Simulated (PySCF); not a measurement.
Geometry:
```
atom   x (Å)   y (Å)   z (Å)
  C1  -1.950  -0.783  -0.155
 Si2  -0.557  -0.007   0.837
  N3  -0.475   1.706   0.560
 Si4   1.574  -0.662   0.116
  O5   2.516   0.669   0.535
  H6  -2.924  -0.384   0.169
  H7  -1.832  -0.570  -1.228
  H8  -1.975  -1.875  -0.011
  H9  -0.755  -0.419   2.274
 H10  -1.214   2.322   0.880
 H11   0.438   2.131   0.699
 H12   1.622  -0.896  -1.368
 H13   2.093  -1.919   0.753
 H14   3.422   0.676   0.212
```

Geometry: PBE0-D3(BJ)/def2-SVP; GIAO absolute shieldings from PySCF, gas phase, non-relativistic, averaged over equivalent atoms.

At BLYP/pcSseg-1 (144 basis functions, 21 s wall time on 1 thread of an AMD EPYC 7R43 64-Core, shared host):
| atoms | σ (ppm) |
| --- | --- |
| C1 | 177.0 |
| Si4 | 345.0 |
| Si2 | 357.7 |
| N3 | 249.0 |
| O5 | 335.3 |
| H13 | 26.01 |
| H9 | 26.08 |
| H12 | 26.08 |
| H10/H11 | 30.88 |
| H6/H7/H8 | 31.10 |
| H14 | 31.37 |

What do these become at BP86/pcSseg-1?

Results:


```json
{"atoms": "C1", "σ at BP86/pcSseg-1": "181.6", "change": "+4.6"}
{"atoms": "Si4", "σ at BP86/pcSseg-1": "352.2", "change": "+7.2"}
{"atoms": "Si2", "σ at BP86/pcSseg-1": "367.2", "change": "+9.5"}
{"atoms": "N3", "σ at BP86/pcSseg-1": "252.4", "change": "+3.4"}
{"atoms": "O5", "σ at BP86/pcSseg-1": "338.4", "change": "+3.1"}
{"atoms": "H13", "σ at BP86/pcSseg-1": "25.79", "change": "-0.22"}
{"atoms": "H9", "σ at BP86/pcSseg-1": "25.85", "change": "-0.23"}
{"atoms": "H12", "σ at BP86/pcSseg-1": "25.85", "change": "-0.23"}
{"atoms": "H10/H11", "σ at BP86/pcSseg-1": "30.78", "change": "-0.10"}
{"atoms": "H6/H7/H8", "σ at BP86/pcSseg-1": "31.00", "change": "-0.10"}
{"atoms": "H14", "σ at BP86/pcSseg-1": "31.29", "change": "-0.08"}
```

The largest change is at Si2 (silicon bonded to C, N, Si, H). Cost: 144 basis functions, 21 s wall time on 1 thread of an AMD EPYC 7R43 64-Core, shared host.
